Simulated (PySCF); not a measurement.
## `BrC(Br)(Br)Br`: ΔSCF against reference XPS values

The experiment to reproduce (core binding energies): C 1s of C2 294.77 eV [1]. Sources and the comparison follow the method.

Compound: CBr₄.
Geometry (PBE0-D3(BJ)/def2-SVP, Å), atoms numbered from 1 in this order:
```
atom  x, y, z in Å
Br1   -0.0759   -0.9754   -1.6930
C2     0.0153   -0.0221   -0.0123
Br3    1.8151    0.6324    0.2610
Br4   -0.4642   -1.2154    1.4329
Br5   -1.2155    1.4700   -0.0506
```

The calculation used PySCF 2.14.0, delta-SCF UKS SCAN, pcX-2 on the ionised atom, pcseg-1 elsewhere, spin-free X2C. Each binding energy is the total energy of the core-ionised species, with the hole localised on one atom, minus that of the ground state; both are solved self-consistently, so orbital relaxation is included.

```json
{"atom": "C2", "environment": "sp3 C–Br carbon", "level": "C 1s", "this calculation (eV)": "295.19", "reference (eV)": "294.77", "difference (eV)": "+0.42", "source": "[1]"}
```

[1] measured, gas; Thomas, Saethre, Boerve, Bozek, Huttula, Kukk, J. Phys. Chem. A 2004, 108, 4983 (carbon 1s photoelectron spectroscopy of halomethanes) Note: vertical.

**Question.** How far is it from the measured entries?

**Answer.** The one measured value differs by +0.42 eV, too little evidence for a typical error. The calculation is vertical and has no vibrational structure, and measured positions depend on the energy calibration.

No level of bromine is listed. Geometry: PBE0-D3(BJ)/def2-SVP; no solvent, vibrations or thermal averaging.

On one thread of an Intel Xeon Platinum 8259CL at 2.50 GHz, shared host with 96 logical CPUs at a one-minute load of 50, this took 8.9 s of wall time and 0.51 GiB of memory at its peak.
